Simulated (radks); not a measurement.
All-electron atom: Ni19+ in [He] 2s2 2p4.75 3d0.25 (fractional occupations, a model configuration). Method: scalar-relativistic Kohn-Sham, exchange-only B88, spin-unpolarised, spherical densities, finite nucleus; Fermi nuclear charge, rms radius 3.7757 fm; computed with a radial shooting solver on a logarithmic mesh with Libxc functionals.

Radial electron density D(r) = 4 pi r^2 rho(r):

```
   r/bohr * D(r) (the largest magnitude, 33.4, reaches the edge; | marks zero)
 0.002753 | *
 0.003444 |  *
 0.004274 |    *
 0.005305 |      *
 0.006584 |         *
 0.008171 |             *
  0.01022 |                  *
  0.01269 |                         *
  0.01575 |                                *
  0.01954 |                                        *
  0.02426 |                                               *
  0.03035 |                                                    *
  0.03766 |                                                      *
  0.04674 |                                                   *
  0.05801 |                                              *
  0.07258 |                                       *
  0.09007 |                                     *
   0.1118 |                                        *
   0.1387 |                                              *
   0.1722 |                                                  *
   0.2154 |                                             *
   0.2674 |                                *
   0.3318 |                 *
   0.4118 |      *
   0.5111 | *
   0.6395 |*
   0.7936 *
    0.985 *
    1.222 *
    1.517 *
```

D(r) has 2 maxima, at r = 0.0368, 0.172 bohr, and minima at 0.0894 bohr, inside which lie 2.20 electrons.
